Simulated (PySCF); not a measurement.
Level of theory: TPSSh-D3(BJ)/def2-TZVP // r2SCAN-D4/def2-SVP (PySCF). Isolated molecules, 0 K electronic values unless said otherwise. 

Reference species: [Hf(Cl)4] (neutral, multiplicity 1).

| Property | Result |
|---|---|
| HOMO–LUMO gap | 6.34 eV |
| LUMO | -2.65 eV |
| mean distance from the central atom to its bonded neighbours | 2.333 Å |
| coordination number | 4 |

Changed species: [Hf(F)4] (4 of 4 Cl replaced by F; the reference has 0 of 4 Cl replaced by F).

Q: Give the shifts of the HOMO–LUMO gap, LUMO, mean distance from the central atom to its bonded neighbours and coordination number.

A: the HOMO–LUMO gap rises by 3.55 eV, to 9.89 eV; the LUMO rises by 1.52 eV, to -1.13 eV; the mean distance from the central atom to its bonded neighbours falls by 0.425 Å, to 1.908 Å; the coordination number is nearly the same.
